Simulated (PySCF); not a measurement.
## Magnetisability: `C=C[P@@H+]1C[C@@H](C)[C@H]1C`, [C$_{7}$H$_{14}$P]+, charge +1

Cartesian coordinates in Å; atom numbers follow the order of the lines, from 1:
```xyz
22

C     3.5620    0.2941   -0.5046
C     2.5530    0.3285    0.3569
P     0.8414    0.3819   -0.1607
C    -0.3399    1.4985    0.6657
C    -1.4059    0.3650    0.6684
C    -2.3825    0.5300   -0.4817
C    -0.4030   -0.8184    0.4758
C    -0.7834   -2.0112   -0.3771
H     4.5851    0.2563   -0.1669
H     3.4112    0.3033   -1.5730
H     2.7016    0.3144    1.4306
H     0.8088    0.4966   -1.5362
H    -0.6183    2.4095    0.1386
H     0.0110    1.7574    1.6670
H    -1.9592    0.2945    1.6054
H    -2.9830    1.4236   -0.3298
H    -1.8567    0.6274   -1.4311
H    -3.0585   -0.3184   -0.5397
H    -0.0509   -1.1586    1.4573
H    -1.6252   -2.5296    0.0762
H     0.0474   -2.7109   -0.4416
H    -1.0654   -1.7144   -1.3836
```

Total charge +1.

Level of theory: GIAO PBE0/pcSseg-1 magnetisability, rotational g tensor and spin-rotation constants, non-relativistic, gas phase in PySCF 2.14.0. Geometry: GFN2-xTB.

For an ion the centre-of-mass motion in the field is neglected.

Q: How diamagnetic is it, and how anisotropic?

A: Isotropic -1433 × 10⁻³⁰ J/T², or -86.3 × 10⁻⁶ cm³/mol; principal values -1621, -1448, -1230 × 10⁻³⁰ J/T², anisotropy 339 × 10⁻³⁰ J/T² (root of half the summed squared differences of the principal values). The susceptibility is in cgs units.

Q: Split it along the inertial axes a, b, c into diamagnetic and paramagnetic parts about the centre of mass, with the quadrupole moment.

A: 
```csv
axis,χ (10⁻⁶ cm³/mol),diamagnetic (10⁻⁶ cm³/mol),paramagnetic (10⁻⁶ cm³/mol),summed x² of all electrons (Å²),quadrupole Θ (D Å)
a,-87.2,-538.7,451.6,252.6,+16.57
b,-96.7,-1234.1,1137.4,88.7,-8.96
c,-75.1,-1448.2,1373.1,38.3,-7.61
```
Anisotropies 2χaa − χbb − χcc = -2.6 and 2χbb − χaa − χcc = -31.1 × 10⁻⁶ cm³/mol. Θ is traceless in Buckingham's convention.

Q: And the rotational g tensor?

A: 
| axis | rotational constant (GHz) | g | nuclear part | electronic part |
| --- | --- | --- | --- | --- |
| a | 3.0913 | -0.0022 | 0.6536 | -0.6558 |
| b | 1.1043 | +0.0120 | 0.6020 | -0.5901 |
| c | 0.9264 | +0.0003 | 0.5979 | -0.5976 |

Asymmetric top; isotopes 12C, 1H, 31P; no vibrational averaging.
